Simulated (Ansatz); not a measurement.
```yaml
crystal:
  periodic: [false, false, false]
  atoms:
    - {symbol: F, position_ang: [0.237601, -0.165274, 1.271291]}
    - {symbol: Ta, position_ang: [0.018132, -0.018637, 0.054172]}
    - {symbol: S, position_ang: [1.126546, -0.990368, -0.748608]}
    - {symbol: Cl, position_ang: [-1.392923, -0.555959, -0.324411]}
    - {symbol: Cl, position_ang: [0.241713, 1.433467, -0.442715]}
basis:
  gaussian: {orbitals: x2c-TZVPPall}
total_charge: 1
magnetization: {spin_polarized: true, initial_magnetization: 1}
hamiltonian: {xc: {name: PBE}, dispersion: d4}
```

```sh
$ ansatz run in.yaml --threads 4 --pin off --events-out ev --progress --plain --max-ram 10444MiB
```

Output, abridged:

```
Functional definition: PBE
1864 factors; their error is unknown
mean field evaluation 1: about -463296.5630 eV, gradient 9.5e1 eV
mean field evaluation 2: about -463092.5631 eV, gradient 2.8e2 eV
mean field evaluation 4: about -463324.5140 eV, gradient 2.4e1 eV
mean field evaluation 8: about -463326.4682 eV, gradient 1.2e0 eV
mean field evaluation 16: about -463326.4591 eV, gradient 7.3e-2 eV
mean field evaluation 32: about -463326.4594 eV, gradient 4.4e-6 eV
mean field -463326.45938885 eV, -17026.9333285863 hartree, gradient 4.4e-6 eV, S^2 0.753146; 7 other end points of the search recorded, 0 dependent functions left out
reference -463326.45943979 eV, -17026.9333304583 hartree; 66, 65 occupied and 188, 189 virtual orbitals, 1864 factors
Total energy: -463326.69363571 eV, -17026.9419369997 hartree
Relativity: scalar
```

(1) Something in this input is off. What?

## Answers

(1) The geometry is squeezed to about two thirds of its size. Self-consistency was reached. The result belongs to that input, not to the molecule as meant.
